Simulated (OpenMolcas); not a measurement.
An OpenMolcas run meant for Ne⁴⁺ (ANO-R1, X2C; inactive shells 1s; intended active space 4 electrons in 9 orbitals (RAS2 2s 2p; RAS3 3d, at most 2 electrons)). One step of its input:

```
&CASPT2
Multistate=3 1 2 3
Frozen=0 0
IPEA=0.25
Imaginary=3.0
MaxIter=60
WThr=0.0 0.3 0.05
PrWF=0.5
NoMix
```

The run finished. Its levels beside those of a sound run (SS-RASPT2, IPEA 0.25 Eh, imaginary shift 0.1 Eh (closed shells correlated: 1s)), in cm-1 above each run's lowest level:

```json
{"Level": "2s2 2p2 3P0", "This run": "0.0", "Usual run": "0.0"}
{"Level": "2s2 2p2 3P1", "This run": "398", "Usual run": "398"}
{"Level": "2s2 2p2 3P2", "This run": "1149", "Usual run": "1149"}
{"Level": "2s2 2p2 1D2", "This run": "32324", "Usual run": "32323"}
{"Level": "2s2 2p2 1S0", "This run": "68237", "Usual run": "68172"}
{"Level": "2s 2p3 5S* 2", "This run": "74923", "Usual run": "74918"}
```

Problem. Which setting is unsound, and how much does it matter here?

Solution. The level shift is far above the usual 0.1 to 0.3 hartree and damps the second-order energy. Against the sound run the excited levels shown move by 14 cm-1 on average and by 65 cm-1 at most.

Active for correlation alone: 3d; no level in the range computed is led by a configuration that fills it, so any true level of that kind is missing. The basis is small and was not contracted for so high a charge. Levels of configurations outside the active space are missing.

* marks odd parity.
